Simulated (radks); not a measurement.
The numbers below are computed, except where a source is named.
Species: Rh36+. Configuration: [He] 2s2 2p3 3d2 (not the ground configuration). Level of theory: scalar-relativistic Kohn-Sham, BLYP, spin-unpolarised, spherical densities, finite nucleus; Fermi nuclear charge, rms radius 4.4945 fm (a radial shooting solver on a logarithmic mesh with Libxc functionals). Some entries of the table are withheld. Estimate them.

orbital  occ.  eigenvalue (eV)  <r^2> (bohr^2)
1s          2        -25687.07        0.001429
2s          2              (1)         0.02185
2p          3        -5334.659         0.01679
3d          2        -2109.360             (2)

Answer. 
(1) 2s eigenvalue (eV): -5615.859
(2) 3d <r^2> (bohr^2): 0.08381
